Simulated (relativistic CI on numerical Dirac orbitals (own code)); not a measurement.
Slater and spin-orbit integrals, Cu XVIII

Computed by Dirac-Coulomb-Breit CI, separate exchange-only KLI orbitals for each configuration, model QED (radiative potential, 1s self-energy scaled to tabulated hydrogen-like ionisation energies), unscaled Slater integrals (own radial code, finite nucleus).

Slater integrals F^k, G^k are unscaled and averaged over j, outside the closed core [Ne]; ζ comes from projecting the Hamiltonian with its Breit term on Σ l·s of the shell.

- 3s3p: G^1(3s,3p) = 220590, ζ(3p) = 23284 cm⁻¹; <r>(3s) = 0.5898, <r^2>(3s) = 0.395, <r>(3p) = 0.5795, <r^2>(3p) = 0.3864 (bohr units).
- 3p²: F^2(3p,3p) = 171980, ζ(3p) = 23261 cm⁻¹; <r>(3p) = 0.5806, <r^2>(3p) = 0.3879 (bohr units).
- 3s3d: G^2(3s,3d) = 143910, ζ(3d) = 2115.6 cm⁻¹; <r>(3s) = 0.5904, <r^2>(3s) = 0.3959, <r>(3d) = 0.5277, <r^2>(3d) = 0.3221 (bohr units).

Averages of the first 10 configurations, taken without configuration mixing, which lowers the lowest level and can move excited configurations by several eV; other configurations of the list can lie among them:

```
Configuration  Parity  States  Average energy above the lowest level (eV)
          3s²    even       1                                         2.6
         3s3p     odd      12                                        42.3
          3p²    even      15                                        89.5
         3s3d    even      20                                       104.1
          3d²    even      45                                       209.1
         3p3d     odd      60                                       148.0
         3p4s     odd      12                                       345.6
         3s4s    even       4                                       300.9
         3d4s    even      20                                       403.6
         3s4p     odd      12                                       319.1
```
